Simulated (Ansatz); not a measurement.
Species: [Cd(NH2)2] (charge 0, multiplicity 1).

Q: Give a relaxed geometry from r2SCAN-D4/def2-SVP run with Ansatz (a first-principles code).

A: This is not unique; one that fits is the end point of this relaxation, one of several conformers.
Cartesian coordinates (Å) in one orientation:
```xyz
7

Cd    -0.011     0.024    -0.033
N      1.802     0.857     0.163
H      1.902     1.722    -0.369
H      2.562     0.248    -0.148
N     -1.759    -0.957    -0.004
H     -2.263    -0.898    -0.890
H     -2.405    -0.610     0.708
```
